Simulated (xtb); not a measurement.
Harmonic IR lines of one isomer of C3H4O, unscaled. All values below come from GFN2-xTB run with xtb.

wavenumber (cm⁻¹): 188 (m), 257 (w), 871 (w), 999 (w), 1183 (vs), 1347 (w), 1459 (m), 2992 (w), 3057 (w), 3581 (w)

Problem. Say which structure gives these lines.
(A) `C#COC`
(B) `CC=C=O`
(C) `C=C=CO`
(D) `O=C1CC1`

Solution. C, `C=C=CO`
